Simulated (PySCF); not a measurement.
C₂H₄Cl₂Ge.

```xyz
9

Ge     0.1242    -0.3153    -0.3809
Cl     0.4315     1.8170    -0.5039
Cl     1.3060    -1.0651     1.2609
C     -1.7352    -0.6319    -0.0069
C     -2.6233     0.3584     0.0992
H      0.6904    -0.9441    -1.6576
H     -2.0436    -1.6751     0.1309
H     -3.6780     0.1602     0.3181
H     -2.3305     1.4064    -0.0252
```
Charge 0, spin multiplicity 1.

Geometry: PBE0-D3(BJ)/def2-SVP. One conformer was computed; it need not be the lowest.

Computed with PBE/pcSseg-1 in PySCF. Non-relativistic, no solvent.

Computed absolute GIAO shielding of each atom: isotropic value and principal components (ppm):
| atom | σ(iso) | σ11 | σ22 | σ33 | span |
|---|---|---|---|---|---|
| Ge1 | 1174.8 | 1041.1 | 1206.4 | 1277.0 | 235.9 |
| Cl2 | 892.4 | 729.6 | 945.2 | 1002.5 | 272.9 |
| Cl3 | 835.7 | 689.3 | 844.9 | 972.9 | 283.7 |
| C4 | 38.9 | -65.2 | 35.0 | 146.8 | 212.0 |
| C5 | 36.3 | -82.2 | 27.1 | 164.1 | 246.3 |
| H6 | 24.6 | 17.6 | 19.6 | 36.5 | 18.9 |
| H7 | 24.8 | 22.9 | 23.5 | 28.0 | 5.0 |
| H8 | 24.6 | 22.1 | 24.0 | 27.8 | 5.8 |
| H9 | 24.6 | 21.1 | 22.2 | 30.6 | 9.6 |
